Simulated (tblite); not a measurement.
C5H6BrNSi2.
Numbering: `[CH:1]#[C:2][C:3]#[C:4][Si@:5]1([Br:6])[CH2:7][NH:8][SiH2:9]1` (hydrogens: H10 on C1; H11, H12 on C7; H13 on N8; H14, H15 on Si9)

Computed with GFN2-xTB (tblite), gas phase: L-BFGS steps from a force-field or distance-geometry start until the largest atomic force falls under 0.01 eV/Å.

At the end of the run (lengths in Å): Si5–Si9 2.326, Si5–C7 1.928, N8–Si9 1.716, C2–C3 1.356, C4–Si5 1.842, N8–H13 1.006, Si5–Br6 2.265, C3–C4–Si5 175.2°, C7–N8–Si9 112.3°, C4–Si5–Si9 128.3°, C4–Si5–Br6 103.8°, C4–Si5–C7–N8 -123°, Si5–C7–N8–Si9 -5°, C7–N8–Si9–Si5 4°, H13–N8–C7–Si5 -179°, H13–N8–Si9–Si5 178°.

**Question.** These geometries were met on the way; a selection of coordinates is given. Order them by energy above the end point, lowest first.
A. Si5–Si9 2.205, Si5–C7 1.843, N8–Si9 1.783, C2–C3 1.412, C4–Si5 1.806, N8–H13 1.054, Si5–Br6 2.221, C3–C4–Si5 177.9°, C7–N8–Si9 95.8°, C4–Si5–Si9 112.2°, C4–Si5–Br6 117.3°, C4–Si5–C7–N8 -145°, Si5–C7–N8–Si9 46°, C7–N8–Si9–Si5 -39°, H13–N8–C7–Si5 -75°, H13–N8–Si9–Si5 82°
B. Si5–Si9 2.304, Si5–C7 1.922, N8–Si9 1.781, C2–C3 1.335, C4–Si5 1.793, N8–H13 1.020, Si5–Br6 2.250, C3–C4–Si5 175.8°, C7–N8–Si9 98.6°, C4–Si5–Si9 116.9°, C4–Si5–Br6 119.7°, C4–Si5–C7–N8 -143°, Si5–C7–N8–Si9 39°, C7–N8–Si9–Si5 -33°, H13–N8–C7–Si5 -78°, H13–N8–Si9–Si5 80°
C. Si5–Si9 2.364, Si5–C7 1.939, N8–Si9 1.716, C2–C3 1.358, C4–Si5 1.844, N8–H13 1.019, Si5–Br6 2.298, C3–C4–Si5 168.5°, C7–N8–Si9 111.3°, C4–Si5–Si9 135.2°, C4–Si5–Br6 99.9°, C4–Si5–C7–N8 -152°, Si5–C7–N8–Si9 27°, C7–N8–Si9–Si5 -23°, H13–N8–C7–Si5 -166°, H13–N8–Si9–Si5 172°
D. Si5–Si9 2.352, Si5–C7 1.950, N8–Si9 1.720, C2–C3 1.362, C4–Si5 1.854, N8–H13 0.999, Si5–Br6 2.235, C3–C4–Si5 163.9°, C7–N8–Si9 108.5°, C4–Si5–Si9 134.1°, C4–Si5–Br6 102.2°, C4–Si5–C7–N8 -149°, Si5–C7–N8–Si9 25°, C7–N8–Si9–Si5 -21°, H13–N8–C7–Si5 -138°, H13–N8–Si9–Si5 138°
E. Si5–Si9 2.365, Si5–C7 1.949, N8–Si9 1.747, C2–C3 1.359, C4–Si5 1.850, N8–H13 1.013, Si5–Br6 2.261, C3–C4–Si5 158.5°, C7–N8–Si9 103.9°, C4–Si5–Si9 130.4°, C4–Si5–Br6 110.5°, C4–Si5–C7–N8 -149°, Si5–C7–N8–Si9 30°, C7–N8–Si9–Si5 -25°, H13–N8–C7–Si5 -97°, H13–N8–Si9–Si5 99°

**Answer.** C (0.226 eV), D (0.370 eV), E (0.603 eV), B (0.994 eV), A (1.655 eV).

```tsv
step	E above end (eV)	rms distance from the end, all atoms (Å)	largest force (eV/Å)	rms shift of all bonds from the end (Å)
26	0.226	0.434	0.599	0.015
20	0.370	0.490	0.689	0.014
12	0.603	0.629	0.461	0.017
4	0.994	0.717	0.737	0.027
0	1.655	0.742	2.709	0.049
```

Rows stand in the order of the answer.
